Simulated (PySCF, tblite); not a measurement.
Isomers of C8H8FN, one GFN2-xTB conformer each. Single-point energies are computed at PBE0/pcSseg-1 (PySCF, gas phase, no added dispersion term), electronic only.

| SMILES | GFN2-xTB relative energy (kJ/mol) |
| --- | --- |
| C=Nc1cccc(CF)c1 | 0.0 |
| N#CCC1=CCC=C[C@@H]1F | 88.2 |

Conformers: `[CH2:1]=[N:2][c:3]1[cH:4][cH:5][cH:6][c:7]([CH2:8][F:9])[cH:10]1` with C1–N2–C3–C4 -48°, C6–C7–C8–F9 13°; `[N:1]#[C:2][CH2:3][C:4]1=[CH:5][CH2:6][CH:7]=[CH:8][C@@H:9]1[F:10]` with C2–C3–C4–C5 -105°.

Q: What does PBE0/pcSseg-1 give for the same structures?

A: 
| SMILES | PBE0/pcSseg-1 E (Eh) | PBE0/pcSseg-1 (kJ/mol) | GFN2-xTB (kJ/mol) | point group |
| --- | --- | --- | --- | --- |
| C=Nc1cccc(CF)c1 | -463.64809 | 0.0 | 0.0 | C1 |
| N#CCC1=CCC=C[C@@H]1F | -463.62971 | 48.2 | 88.2 | C1 |

Both levels put the same isomer lowest. As drawn, the lower has an aromatic ring and a C=N bond, which the higher lacks; the higher has a C≡N group and a C=C bond outside aromatic rings, which the lower lacks.

Q: Which frontier levels, dipoles and rotational constants go with these structures?

A: 
```tsv
SMILES	HOMO (eV, PBE0/pcSseg-1)	LUMO (eV)	dipole (D)	A, B, C (MHz)
C=Nc1cccc(CF)c1	-6.70	-1.20	1.97	3349, 762.5, 634.0
N#CCC1=CCC=C[C@@H]1F	-7.85	-0.46	4.39	2170, 994.1, 811.7
```

Q: What happens when harmonic zero-point energies from GFN2-xTB frequencies are added?

A: 
```csv
SMILES,ZPE (kJ/mol),electronic (kJ/mol),with ZPE (kJ/mol)
C=Nc1cccc(CF)c1,358.9,0.0,0.0
N#CCC1=CCC=C[C@@H]1F,360.3,48.2,49.6
```

The zero-point energies span 1.4 kJ/mol. The order is unchanged.
